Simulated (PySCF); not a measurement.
## MBr for M along group 5

PBE0 with triple-zeta basis sets in PySCF, for the lowest determinant that a PBE0 search found; no spin–orbit coupling. De refers to high-spin ground-configuration atoms. A positive dipole means M(−)Br(+).

```tsv
M	basis	state (unpaired electrons)	Re (Å)	ωe (cm⁻¹)	De (eV)	μ (D)
V	def2-TZVPP	quintet (σ ↑, π ↑↑, δ ↑)	2.380	304	n/a	-4.85
Nb	def2-TZVPP	quintet (σ ↑↑, δ ↑↑)	2.488	255	3.22	-0.89
Ta	def2-TZVPP	quintet (σ ↑, π ↑, δ ↑↑)	2.446	251	n/a	-3.02
```

The shortest bond is that of VBr (2.380 Å), the longest that of NbBr (2.488 Å).

The state changes along the series, so neighbouring rows are not always alike in their bonding.

De is left out where the level can put another filling of the metal’s s and d shells below the measured ground configuration, by anything from nothing to about 1 eV. The metal atom is held in its measured ground configuration; semilocal functionals can put another filling of s and d lower by some tenths of an eV, and De to that atom would be smaller. These are scalar-relativistic numbers at best; spin–orbit coupling would shift them, the dissociation energy most. The state is the lowest single determinant that the PBE0 search found; with open d or f shells the true ground state can be another one.
